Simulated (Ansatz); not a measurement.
A run on CH4N2Si, SMILES `N[SiH]1C=N1` with other settings.

```yaml
crystal:
  periodic: [false, false, false]
  atoms:
    - {symbol: N, position_ang: [-0.530943, 1.247280, -0.145975]}
    - {symbol: Si, position_ang: [0.570735, 0.089113, 0.121586]}
    - {symbol: C, position_ang: [0.130369, -1.600526, 0.306227]}
    - {symbol: N, position_ang: [0.658072, -1.381570, -0.880929]}
    - {symbol: H, position_ang: [-1.492335, 1.228771, -0.653070]}
    - {symbol: H, position_ang: [-0.282904, 2.325447, -0.202232]}
    - {symbol: H, position_ang: [1.639246, 0.540034, 0.788433]}
    - {symbol: H, position_ang: [-0.345278, -2.541468, 0.556912]}
basis:
  gaussian: {orbitals: aug-pcseg-2, nuclear_model: gaussian, point_charges: [{charge: 0.50, position_ang: [5.060, 0.717, -0.588]}]}
total_charge: -1
magnetization: {spin_polarized: true, initial_magnetization: 1}
hamiltonian: {xc: {name: B3LYP5}}
```

```sh
$ ansatz run in.yaml --threads 2 --pin off --events-out ev --progress --plain --max-ram 4352MiB
```

Output, abridged:

```
Functional definition: B3LYP5
1156 factors; their error is unknown
mean field evaluation 1: about -11947.2898 eV, gradient 4.6e1 eV
mean field evaluation 2: about -11716.3426 eV, gradient 1.4e2 eV
mean field evaluation 4: about -11957.0743 eV, gradient 2.1e1 eV
mean field evaluation 8: about -11959.2873 eV, gradient 7.9e-1 eV
mean field evaluation 16: about -11959.3048 eV, gradient 2.8e-3 eV
a density is far from that of the atoms, so the factors are made again for it
1833 factors; integrals over basis functions are off by at most 9.5e-4 eV
mean field -11959.30496045 eV, -439.4963509884 hartree, gradient 3.1e-5 eV, S^2 0.750048; 0 other end points of the search recorded, 0 dependent functions left out
reference -11959.30537271 eV, -439.4963661387 hartree; 20, 19 occupied and 260, 261 virtual orbitals, 1833 factors
Total energy: -11959.30537271 eV, -439.4963661387 hartree
```

Hardware: 2 threads of an Arm Neoverse V1 on a shared host. Wall time 58 s, peak host memory 1.4 GiB.
